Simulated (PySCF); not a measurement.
Match the calculated data to a structure.

All candidates are C5H9NO.

- UV, first state: lowest singlet excitation: 5.98 eV (207 nm, f = 0.000) [TDDFT PBE0/def2-SVPD]
- Rotational structure: rotational constants A, B, C: 7.141, 1.581, 1.452 GHz [GFN2-xTB]
- Triplet: lowest triplet excitation (Tamm–Dancoff): 5.47 eV [TDA PBE0/def2-SVPD]
- Polarisability: 70.3 au [PBE0/def2-SVPD]
- 1H NMR: chemical shifts (computed TMS as zero) by class: 4.74 (1 H), 3.18 (3 H), 0.99 (2 H), 0.78 (1 H), 0.59 (2 H) ppm [GIAO PBE0/pcSseg-1]
- NMR, other nuclei: isotropic shieldings of nuclei other than C and H, by class: 145 (1 N), -19 (1 O) ppm [GIAO PBE0/pcSseg-1]
- 13C NMR: chemical shifts (computed TMS as zero) by class: 174.1 (1 C), 26.6 (1 C), 17.4 (1 C), 9.4 (2 C) ppm [GIAO PBE0/pcSseg-1]

The electronic properties come from PySCF, for the isolated species, density fitting. Levels stand in brackets. One conformer (not necessarily the lowest) at the GFN2-xTB geometry, without solvent, vibrations or thermal averaging. NMR classes are plain means over equivalent atoms (diastereotopic ones count apart unless rotation or inversion swaps them), as if these changed places fast.

Question: Which candidate is it?
A. `COC1=CCNC1`
B. `CNC(=O)C1CC1`
C. `O=CN1CCCC1`

Answer: B. It is `CNC(=O)C1CC1`. Numbering: `[CH3:1][NH:2][C:3](=[O:4])[CH:5]1[CH2:6][CH2:7]1`. Its formula, C5H9NO, gives 2 degrees of unsaturation: 1 ring and 1 π bond in the structure found. 5 carbons fall into 4 classes; from least to most shielded: amide carbonyl carbon [C3] (174.1 ppm), N-methyl carbon [C1] (26.6 ppm), sp3 carbon next to a carbonyl [C5] (17.4 ppm), three-membered-ring carbon [C6/C7] (9.4 ppm, 2 C). Hydrogen classes from least to most shielded: 1 H on an amide nitrogen, N2 (4.74 ppm), 3 H on an N-methyl carbon, C1 (3.18 ppm, a mean of values up to 2.1 ppm apart in this geometry), 2 H on 2 three-membered-ring carbons, C6/C7 (0.99 ppm), 1 H on an sp3 carbon next to a carbonyl, C5 (0.78 ppm), 2 H on 2 three-membered-ring carbons, C6/C7 (0.59 ppm). The other shieldings belong to: 145 ppm, amide nitrogen [N2]; -19 ppm, amide oxygen [O4]. The optimised geometry has point group Cs and is an asymmetric top.

The others, at the same levels:
- `O=CN1CCCC1` fails: it has 3 carbon classes against 4; its computed 13C shifts are 161.3 (1 C), 46.9 (2 C), 28.7 (2 C) ppm, 1H shifts are 8.48 (1 H), 3.53 (4 H), 1.89 (4 H) ppm and rotational constant A is 6.276 GHz (against 7.141 GHz).
- `COC1=CCNC1` fails: it has 5 carbon classes against 4; its computed 13C shifts are 172.3 (1 C), 98.2 (1 C), 58.7 (1 C), 57.7 (1 C), 57.1 (1 C) ppm, 1H shifts are 4.55 (1 H), 3.89 (2 H), 3.78 (3 H), 3.68 (2 H), 1.01 (1 H) ppm and lowest triplet excitation (Tamm–Dancoff) is 4.43 eV (against 5.47 eV).

Each candidate is one conformer, not necessarily the lowest. Dipoles, sizes and rotational constants follow the conformer. The torsions of the flexible species, by atom-mapped SMILES:
- `[CH3:1][NH:2][C:3](=[O:4])[CH:5]1[CH2:6][CH2:7]1`: C1–N2–C3–O4 0°, N2–C3–C5–C6 -146°

The conformers of `O=CN1CCCC1` and `COC1=CCNC1` aren't listed.
